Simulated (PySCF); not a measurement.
C₂H₁₂N₂Si₂, SMILES [SiH3]N[Si@H](C)CN. The structure is a stationary point at PBE-D3(BJ)/def2-SVP. The structure was generated by enumeration; whether it is a known compound was not checked. One conformer was computed; it need not be the lowest.

Computed equilibrium geometry at PBE-D3(BJ)/def2-SVP (PySCF confirms it by a frequency run) as a Z-matrix (one conformer of several):
```
Si
N 1 1.7713
H 2 1.0240 1 115.37
Si 2 1.7483 3 116.80 1 -173.51
H 4 1.5050 2 106.76 3 -173.91
H 1 1.5051 2 105.36 3 1.29
H 4 1.5086 5 109.09 2 -120.75
H 4 1.5100 5 108.18 7 -116.01
C 1 1.8870 6 110.79 2 121.26
H 9 1.1086 1 111.04 6 -56.33
H 9 1.1097 10 107.98 1 121.73
H 9 1.1098 10 108.08 11 116.27
C 1 1.8992 6 110.77 2 -116.11
H 13 1.1142 1 107.55 6 -55.55
H 13 1.1240 14 105.46 1 115.19
N 13 1.4616 14 110.11 15 125.93
H 16 1.0276 13 111.27 14 -71.56
H 16 1.0289 17 106.43 13 118.88
```
Charge 0, spin multiplicity 1.
